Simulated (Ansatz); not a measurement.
Reactions of `[SiH3][CH2][GeH2][PH2]`.

Program: Ansatz. Geometries: PBE0-D4/def2-TZVP. ΔE: electronic, gas phase. CCSD(T)/CBS is the MP2 limit (def2-TZVPP, def2-QZVPP) plus CCSD(T) − MP2 in def2-TZVPP, frozen cores. This one scheme is used for every species, atoms too. DFT in def2-TZVPP. B3LYP here is the variant with VWN-RPA as its local correlation; programs differ in this. Open shells (•) are unrestricted, without spin–orbit coupling. Spin–orbit coupling would lower the free atoms: a little for C, Si; clearly for Ge. For Ge outer-core shells are correlated without core-valence functions, so the limit isn't a true one: a few kJ/mol of doubt a bond, and 10 to 20 or more in all where bonds break to atoms. Scalar relativity is left out up to krypton. One conformer a species, not always the lowest.

```
                                                                         reaction  CCSD(T)/CBS(def2) (kcal/mol)
    `[SiH3][CH2][GeH2][PH2]` + `CO[SiH2]F` → `[F][GeH2][CH2][SiH3]` + `CO[SiH2]P`                          23.9
`[SiH3][CH2][GeH2][PH2]` + `C[SiH](N)O` → `C[SiH](O)P` + `[NH2][GeH2][CH2][SiH3]`                          16.6
                   `[SiH3][CH2][GeH2][PH2]` + H₂O → `[OH][GeH2][CH2][SiH3]` + PH₃                           0.6
                   `[SiH3][CH2][GeH2][PH2]` + HCl → `[SiH3][CH2][GeH2][Cl]` + PH₃                         -12.2
                                  `[SiH3][CH2][GeH2][PH2]` → `C[SiH2][GeH2][PH2]`                             ?
                  `[SiH3][CH2][GeH2][PH2]` + BH₃ → `[BH2][GeH2][PH2]` + `C[SiH3]`                          -0.4
                    `[SiH3][CH2][GeH2][PH2]` + H–F → `[F][GeH2][CH2][SiH3]` + PH₃                          -7.6
                            `[SiH3][CH2][GeH2][PH2]` → C• + Ge• + 9 H• + P• + Si•                             ?
```

**Question.** Fill in the missing values. (An estimate is asked.)

**Answer.** The calculation gave: `[SiH3][CH2][GeH2][PH2]` → `C[SiH2][GeH2][PH2]`: -5.8 kcal/mol; `[SiH3][CH2][GeH2][PH2]` → C• + Ge• + 9 H• + P• + Si•: +946.2 kcal/mol.

Largest T1 diagnostic: 0.013, for PH₃.
